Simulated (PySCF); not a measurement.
Isomers of C8H14 and their computed core-level spectra.

Method used: delta-SCF UKS SCAN, pcX-2 on the ionised atom, pcseg-1 elsewhere, spin-free X2C (PySCF). Geometries: PBE0-D3(BJ)/def2-SVP; isolated species, one conformer each.

Line lists (1s up to Mg, 2p3/2 beyond; areas count atoms within a level, one atom standing for each set equivalent by bonding):
1. C 1s: 290.06 (area 1), 290.08 (area 2), 290.11 (area 2), 290.20 (area 2), 290.23 (area 1) eV
2. C 1s: 290.06 (area 2), 290.11 (area 2), 290.19 (area 2), 290.24 (area 2) eV
3. C 1s: 289.90 (area 1), 290.21 (area 2), 290.23 (area 1), 290.30 (area 2), 290.31 (area 1), 290.37 (area 1) eV

Structures:
A. `C1CCC2(C1)CCC2`
B. `C1C(C=C)CCCC1`
C. `C1CC[C@H]2CC[C@H]2C1`

**Question.** Which list belongs to which compound?

**Answer.** 
- 1 = A: no other candidate has these counts of sites. C 1s: 290.06 sp3 carbon at a ring junction, 290.08 four-membered-ring carbon (×2), 290.11 ring CH2 carbon (×2), 290.20 ring CH2 carbon (×2), 290.23 four-membered-ring carbon.
- 2 = C: no other candidate has these counts of sites. C 1s: 290.06 sp3 carbon at a ring junction (×2), 290.11 four-membered-ring carbon (×2), 290.19 ring CH2 carbon (×2), 290.24 ring CH2 carbon (×2).
- 3 = B: no other candidate has these counts of sites. C 1s: 289.90 terminal =CH2 carbon, 290.21 ring CH2 carbon (×2), 290.23 alkene CH carbon, 290.30 ring CH2 carbon (×2), 290.31 ring CH2 carbon, 290.37 allylic carbon.
